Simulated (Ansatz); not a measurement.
Calculated with Ansatz (gas phase, PBE0-D4/def2-TZVP geometries, no zero-point term in ΔE). CCSD(T)/CBS adds triple-zeta CCSD(T) − MP2 to the extrapolated MP2 energy (def2 sets, frozen cores). DFT in def2-TZVPP. For Ga, Ge, Se outer-core shells are correlated without core-valence functions, which leaves a few kJ/mol of doubt a bond. Scalar relativity is left out up to krypton. One conformer a species, not always the lowest.

`C[O][Ga]([SH])[Cl]` + `[F][Ge]([F])([F])[SeH]` → `[F][Ga]([SH])[Cl]` + `C[O][Ge]([F])([F])[SeH]`  (redistribution)

`C[O][Ga]([SH])[Cl]`:

```xyz
9

C     0.582    0.369    1.453
O     0.566    0.359    0.043
Ga   -0.680   -0.433   -0.928
S    -0.565   -0.353   -3.098
Cl   -2.268   -1.453    0.066
H     1.521   -0.067    1.807
H     0.524    1.401    1.811
H    -0.247   -0.195    1.896
H     0.567    0.371   -3.050
```

`[F][Ge]([F])([F])[SeH]`:

Z-matrix (Å, degrees):
```
Ge
F 1 1.709
F 1 1.708 2 106.9
F 1 1.709 2 104.4 3 -113.0
Se 1 2.300 2 114.3 3 121.2
H 5 1.471 1 89.8 2 59.9
```

`[F][Ga]([SH])[Cl]`:

Cartesian coordinates in Å:
```
F 0.162 1.203 1.397
Ga 0.502 0.074 0.112
S -1.150 -0.803 -0.987
Cl 2.538 -0.350 -0.270
H -2.051 -0.124 -0.253
```

`C[O][Ge]([F])([F])[SeH]`:

Z-matrix (Å, degrees):
```
C
O 1 1.422
H 1 1.090 2 107.0
H 1 1.094 2 111.5 3 -118.9
H 1 1.094 2 111.4 3 118.8
Ge 2 1.739 1 120.4 3 178.4
F 6 1.723 2 109.6 1 -52.6
F 6 1.723 2 110.2 1 58.6
Se 6 2.303 2 108.4 1 -177.1
H 9 1.470 6 90.0 2 -176.5
```

```
             level  ΔE (kcal/mol)  difference from CCSD(T)/CBS
            PBE-D4           -1.4                          0.4
           ωB97M-V           -2.2                         -0.4
               PBE           -1.5                          0.3
     HF/def2-TZVPP           -3.0                         -1.2
    MP2/def2-TZVPP           -1.8                          0.0
SCS-MP2/def2-TZVPP           -1.9                         -0.1
   CCSD/def2-TZVPP           -2.0                         -0.2
CCSD(T)/def2-TZVPP           -1.8                          0.0
    MP2/def2-QZVPP           -1.7                          0.1
    CCSD/CBS(def2)           -2.0                         -0.2
       CCSD(T)/CBS           -1.8                            0
```

Largest T1 diagnostic among the species: 0.013.

In def2-TZVPP, CCSD(T) changes the Hartree–Fock value by +1.2 kcal/mol (the triples alone add +0.2 kcal/mol) and MP2 by +1.3 kcal/mol.

CCSD(T)/CBS has its own doubt, a few kJ/mol and more with outer-core shells, so smaller differences from it don't rank the levels.
